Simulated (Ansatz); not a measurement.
Born–Oppenheimer molecular dynamics of C$_{2}$H$_{6}$BFS (11 atoms, charge 0, multiplicity 1). It starts from a relaxed structure.

The calculation used RKS B3LYP-D4/STO-3G in Ansatz 0.2.0.

- ensemble: NVT, Nosé–Hoover chain
- time step: 0.5 fs
- steps asked: 114
- set temperature: 300 K
- thermostat: time constant 300 fs, chain length 3
- seed: 827631

First frame:

```xyz
11
Properties=species:S:1:pos:R:3
C -1.681 -0.598 1.138
B -0.432 0.048 0.421
S 0.327 -0.760 -0.932
C 1.720 0.423 -1.327
F 2.702 0.447 -0.328
H -2.539 0.094 1.110
H -2.008 -1.557 0.712
H -1.460 -0.762 2.206
H -0.018 1.079 0.794
H 2.159 0.083 -2.297
H 1.295 1.446 -1.476
```

(1) How far do the bonds stretch over the last three quarters of this one trajectory? (Pairs bonded in most of those frames.)

Answers

(1) 
| bond | mean (Å) | spread (Å) | shortest | longest |
| --- | --- | --- | --- | --- |
| C1–B2 | 1.581 | 0.017 | 1.56 | 1.61 |
| C1–H6 | 1.104 | 0.015 | 1.08 | 1.13 |
| C1–H7 | 1.102 | 0.013 | 1.08 | 1.12 |
| C1–H8 | 1.105 | 0.013 | 1.09 | 1.13 |
| B2–S3 | 1.749 | 0.011 | 1.73 | 1.77 |
| B2–H9 | 1.172 | 0.003 | 1.17 | 1.18 |
| S3–C4 | 1.872 | 0.023 | 1.84 | 1.91 |
| C4–F5 | 1.405 | 0.011 | 1.39 | 1.42 |
| C4–H10 | 1.119 | 0.005 | 1.11 | 1.13 |
| C4–H11 | 1.119 | 0.005 | 1.11 | 1.13 |

Mean temperature of the second half: 146 K. The conserved energy stayed within 0.13 meV per atom of its start (net change 0.089 meV per atom), so the integration is sound. The mean temperature of the second half is 51 % below the set value. A run of 0.057 ps of so small a system gives no equilibrium averages. Limits of this set-up: minimal basis.

Time of the run: 6.9 min on 1 CPU thread of a shared host.
